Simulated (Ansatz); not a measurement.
The Ge1–H3 bond of ClGeH3 (SMILES [Cl][GeH3]) is stretched (multiplicity 1, the rest rigid).
Geometry at rest (charge 0, multiplicity 1):
```json
[
 {"atom": "Ge", "x (Å)": "-0.6844", "y (Å)": "0.0316", "z (Å)": "0.0036"},
 {"atom": "Cl", "x (Å)": "1.4882", "y (Å)": "-0.0688", "z (Å)": "-0.0077"},
 {"atom": "H", "x (Å)": "-1.0696", "y (Å)": "1.4667", "z (Å)": "-0.3737"},
 {"atom": "H", "x (Å)": "-1.1432", "y (Å)": "-0.3267", "z (Å)": "1.4217"},
 {"atom": "H", "x (Å)": "-1.1862", "y (Å)": "-0.9829", "z (Å)": "-1.0303"}
]
```

Frozen-core correlation. Filled d and f shells under p-block atoms count as core.

Programs: Ansatz (a program for electronic structure). Values without a source in brackets are computed.

FIC-MRCISD+Q on CASSCF(2,2)/def2-TZVPP, total energies (hartree):

| R (Å) | CASSCF | MRCISD | weight c² of the reference |
|---|---|---|---|
| 1.533 | -2536.677028 | -2536.984787 | 0.89232 |
| 2.683 | -2536.583182 | -2536.881695 | 0.89213 |
| 4.906 | -2536.551035 | -2536.846409 | 0.89297 |

Question: Add the Davidson correction (E_MRCISD − E_CASSCF)(1 − c²)/c² and give the energies above the first point at the three levels.

Answer: 
Corrections (hartree): -0.037138, -0.036096, -0.035404. Above the first point (kcal/mol):
- R = 2.683 Å: CASSCF 58.9, MRCISD 64.7, with the correction 65.3
- R = 4.906 Å: CASSCF 79.1, MRCISD 86.8, with the correction 87.9
